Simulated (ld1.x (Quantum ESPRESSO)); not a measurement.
# PBEsol TM semilocal dataset for Co, scalar-relativistic all-electron reference.

ld1.x (Quantum ESPRESSO) 7.5 input, shortened:

```
&input
   title='Co', zed=27., rel=1, dft='PBESOL', iswitch=3,
   config='[Ar] 3d7 4s2 4p0'
 /
 &inputp
   pseudotype=1, tm=.true., lloc=2,
   nlcc=.false.
 /
3
4S  1  0   2.00   0.00  2.55  2.55  0.0
4P  2  1   0.00   0.00  3.10  3.10  0.0
3D  3  2   7.00   0.00  1.05  1.05  0.0
 &test
   configts(1)='3d7 4s2 4p0'
 /
```

All-electron outer shells of the reference configuration (PBEsol, scalar-relativistic, ld1.x):

```tsv
shell	level (eV)	outermost node (bohr)	outermost maximum (bohr)
3s	-102.14	0.31	0.66
3p	-65.51	0.28	0.68
3d	-8.23	–	0.66
4s	-5.49	0.96	2.32
4p	-1.25	1.05	3.21
```

Problem. Estimate the cutoffs (Ry, on a coarse ladder) from which the occupation-weighted sum of valence levels, in a spherical-Bessel basis at the reference potential, stays within 10 and 1 mRy of its value at 400 Ry.

Solution. 180 Ry and 260 Ry.

Problem. Which valence shell sets the plane-wave cutoff?

Solution. 3d: its level needs 200 Ry to come within 1 mRy, against 18 Ry for 4s.

Problem. Tests: 3d7 4s1 4p0; 3d7 4s0 4p0; 3d6 4s0 4p0; 3d7 4s0 4p2; 3d7 4s0 4p1; 3d6 4s2 4p0; 3d5 4s0 4p0. Which has the largest error in its energy relative to the reference configuration, and how large is it?

Solution. 3d5 4s0 4p0, with -504 meV (all-electron minus pseudo) on +116.89 eV.
